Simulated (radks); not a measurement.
Task: Radial electron density D(r) = 4 pi r^2 rho(r) of an atom or ion with 1 electrons. Calculated with a radial shooting solver on a logarithmic mesh with Libxc functionals: non-relativistic Kohn-Sham, LDA (Slater exchange, Perdew-Wang correlation), spin-polarised, spherical densities, point nucleus.

r (bohr),D(r) (e/bohr)
0.05441,0.01009
0.05848,0.01155
0.06335,0.01343
0.06808,0.01536
0.07375,0.01782
0.07925,0.02035
0.08585,0.02357
0.093,0.02727
0.09995,0.03105
0.1083,0.03583
0.1164,0.04072
0.126,0.04686
0.1355,0.05310
0.1467,0.06091
0.159,0.06973
0.1708,0.07863
0.1851,0.08966
0.1989,0.1007
0.2154,0.1143
0.2315,0.1278
0.2508,0.1442
0.2717,0.1622
0.292,0.1798
0.3163,0.2009
0.3399,0.2212
0.3682,0.2452
0.3957,0.2678
0.4286,0.2941
0.4643,0.3211
0.499,0.3459
0.5406,0.3733
0.5809,0.3976
0.6293,0.4234
0.6763,0.4451
0.7326,0.4667
0.7936,0.4850
0.8529,0.4979
0.9239,0.5076
0.9929,0.5116
1.076,0.5102
1.156,0.5035
1.252,0.4897
1.356,0.4692
1.458,0.4455
1.579,0.4139
1.697,0.3813
1.838,0.3418
1.976,0.3042
2.14,0.2616
2.318,0.2196
2.491,0.1835
2.699,0.1463
2.9,0.1163
3.142,0.08744
3.377,0.06566
3.658,0.04611
3.963,0.03112
4.258,0.02107
4.613,0.01308
4.957,0.008168
5.37,0.004609
5.771,0.002627
6.252,0.001330

What is the nuclear charge?

Result: Z = 1. The innermost maximum, from 1s, lies near 1/Z = 1 bohr (found: 1.02), and its height grows with Z. The density is that of neutral hydrogen in 1s1; the configuration itself is not fixed sharply by these data. D(r) has 1 maximum, at r = 1.02 bohr.
